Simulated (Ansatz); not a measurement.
Input for Ansatz (development build ahead of 0.2.0):

```yaml
crystal:
  periodic: [false, false, false]
  atoms:
    - { symbol: B, position_ang: [-0.59808, -0.14942, 0.46243] }
    - { symbol: F, position_ang: [0.19433, -0.64689, 1.09117] }
    - { symbol: F, position_ang: [1.46925, 0.37399, -1.16658] }
    - { symbol: F, position_ang: [-1.33736, 0.40201, -0.18305] }
basis:
  gaussian: { orbitals: def2-SVP }
total_charge: 1
magnetization:
  spin_polarized: true
  initial_magnetization: 1
hamiltonian:
  xc: hf
correlation:
  method: mp2
  frozen_orbitals: { B: 1, F: 1 }
output:
  forces: true
```

The input is written out in the form of the current development build from the run's settings.

Output:

```
Converged                       : yes
Reference energy                : -322.38950 hartree
Correlation energy              : -0.56185 hartree
Total energy                    : -322.95135 hartree
Spin squared of the determinant : 0.753
Stability test                  : minimum
```

Forces (eV/Å):
```
atom      Fx      Fy      Fz
  B1   0.158  -0.312  -0.013
  F2   7.688  -5.173   6.484
  F3  -0.071   0.002   0.016
  F4  -7.775   5.483  -6.488
```

Caution: bonds are stretched, where a single reference can fail.
